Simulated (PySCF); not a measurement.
## Working out the ionisation energy of Te⁺

Te⁺ [Kr] 4d10 5s2 5p3 (4S) → Te²⁺ [Kr] 4d10 5s2 5p2 (3P). Calculation: PySCF 2.14, in x2c-SVPall; scalar relativity by spin-free X2C-1e. Frozen: [Kr] 4d10. Energies in hartree (1 hartree = 27.21139 eV):

| part | Te⁺ (lower) | Te²⁺ (upper) |
| --- | --- | --- |
| UHF | -6789.838913 | -6789.161090 |
| CCSD correlation | -0.056813 | -0.047507 |
| (T) | -0.000513 | -0.000394 |

Q: What does Hartree-Fock give?

A: (-6789.161090) − (-6789.838913) = 0.677823 hartree = 18.445 eV.

Q: What do CCSD and CCSD(T) give?

A: The CCSD correlation energies differ by 0.009306 hartree = 0.253 eV and the triples by 0.000119 hartree = 0.003 eV, so CCSD gives 18.698 eV and CCSD(T) 18.701 eV.

Reference: 18.6 ± 0.4 eV (measured; NIST Atomic Spectra Database, ionization energies), between the lowest levels; spin-orbit coupling is absent from the calculation.

A double-zeta basis recovers only part of the correlation energy.

What remains against the reference includes basis incompleteness, the frozen core and higher excitations.
